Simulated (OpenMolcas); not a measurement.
Computed levels of 3s2 3p in ions with 13 electrons, in cm-1 above 2P* 1/2.

```json
{
  "Program": "OpenMolcas",
  "Method": "SS-CASPT2, IPEA 0.25 Eh, imaginary shift 0.1 Eh",
  "Basis": "ANO-R3",
  "Scalar Hamiltonian": "X2C, finite nucleus",
  "Spin-orbit coupling": "RASSI with atomic mean-field integrals over the reference wave functions, term energies averaged over their components"
}
```

Active space for each ion: 1 electron in 3 orbitals (3p); closed shells correlated by CASPT2: 2s 2p 3s.

```json
{"Level": "2P* 3/2", "P2+": "504", "S3+": "870", "Ar5+": "2073"}
```

Q: Estimate 2P* 3/2 for Cl4+ from its neighbours S3+ and Ar5+.

A: 2P* 3/2 is fine structure, which grows about as the fourth power of a screened charge, so the fourth roots are averaged: ((870^0.25 + 2073^0.25) / 2)^4 = 1375. The calculation gives 1383, so the estimate is off by -0.6 %.

With one active electron, CASPT2 adds the correlation within the correlated inactive shells and between them and that electron, and leaves the splitting within a term as the reference gives it. Levels of configurations outside the active space are missing.

* marks odd parity.
